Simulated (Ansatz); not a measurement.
Calculated with Ansatz (gas phase, PBE0-D4/def2-TZVP geometries, no zero-point term in ΔE). CBS: MP2 limit from def2 TZ/QZ plus the TZ coupled-cluster correction, frozen cores. This one scheme is used for every species, atoms too. DFT in def2-TZVPP. Open shells (•) are unrestricted, without spin–orbit coupling. def2 core potentials past Kr. Bonds to Sb are less sure, by a few kJ/mol each and by 10 to 20 or more in all where they break to atoms, as the def2 sets lack core-valence functions.

Reaction (homolysis of the H–Sb bond): `[CH3][SbH][SiH3]` → H• + `[CH3][Sb][SiH3]`•

**Question.** What is ΔE at CCSD(T)/CBS? (Estimate.)

**Answer.** The calculation gave: +298.0 kJ/mol.

**Question.** What do these levels give: r2SCANh-D4, r2SCAN0-D4, PBE-QIDH, CAM-B3LYP, SCS-MP2/def2-TZVPP, MP2/CBS(def2)? (Best estimate.)

**Answer.** Ansatz gave: r2SCANh-D4 281.2, r2SCAN0-D4 279.7, PBE-QIDH 281.5, CAM-B3LYP 288.7, SCS-MP2/def2-TZVPP 288.1, MP2/CBS(def2) 287.1 kJ/mol.

Largest T1 diagnostic among the species: 0.013.

At CCSD(T), def2-SVP lies −24.2 kJ/mol from the extrapolated value and def2-TZVPP −7.7 kJ/mol: correlation converges slowly with the basis, and small sets miss more of it in the bonded molecule than in its fragments. Leaving LDA and LC-ωPBE aside and taking each functional with its dispersion term where it has one, the values, not all of them listed here, spread over 17.5 kJ/mol, from revPBE-D4 to B97M-V. LDA lies +43.3 kJ/mol from PBE without D4, its usual overbinding.
